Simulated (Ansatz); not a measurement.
Si4Se4⁺. Charge 1, multiplicity 2. Geometry PBE-D4/def2-SVP.

```xyz
8

Si   -1.733    0.666    0.634
Si   -0.743   -1.679   -0.801
Si    0.641    0.504    1.412
Si    1.655    0.687   -1.247
Se    1.568   -1.323    0.255
Se   -2.395   -1.569    0.796
Se   -0.985    0.584   -1.649
Se    1.993    2.131    0.599
```

LC-ωPBE has ω = 0.4 bohr⁻¹. At LC-ωPBE/def2-TZVP the charge 1 doublet is spin-contaminated (final ⟨S²⟩ up to 1.03, 0.75 for a pure state). The structure comes from a short search, and lower isomers may exist.

Problem. Estimate the α-spin orbital energies around the gap (eV) in Ansatz with PBE-D4/def2-SVP, r2SCAN-D4/def2-TZVP, PBE0-D4/def2-SVP, PBE0-D4/def2-TZVP, LC-ωPBE/def2-TZVP.

Solution. 
```csv
orbital,PBE-D4/def2-SVP,r2SCAN-D4/def2-TZVP,PBE0-D4/def2-SVP,PBE0-D4/def2-TZVP,LC-ωPBE/def2-TZVP
HOMO−9,-13.10,-13.28,-14.36,-14.11,-16.82
HOMO−8,-12.54,-12.71,-13.71,-13.49,-16.10
HOMO−7,-12.11,-12.27,-13.24,-13.01,-15.55
HOMO−6,-11.99,-12.14,-13.10,-12.87,-15.32
HOMO−5,-11.83,-11.98,-12.95,-12.72,-15.23
HOMO−4,-11.18,-11.32,-12.22,-12.04,-14.53
HOMO−3,-10.96,-11.12,-12.08,-11.90,-14.36
HOMO−2,-10.65,-10.75,-11.62,-11.43,-13.83
HOMO−1,-9.99,-10.12,-10.96,-10.81,-13.08
HOMO,-9.60,-9.73,-10.48,-10.32,-12.31
LUMO,-8.59,-8.58,-8.23,-8.04,-6.44
LUMO+1,-7.24,-7.06,-6.60,-6.44,-4.53
LUMO+2,-6.65,-6.44,-5.95,-5.86,-3.86
LUMO+3,-6.51,-6.28,-5.79,-5.66,-3.68
LUMO+4,-6.08,-5.90,-5.35,-5.28,-3.27
LUMO+5,-5.89,-5.66,-5.14,-5.05,-3.01
β HOMO,-9.91,-10.01,-10.82,-10.67,-13.00
β LUMO,-9.17,-9.02,-8.67,-8.49,-6.66
```
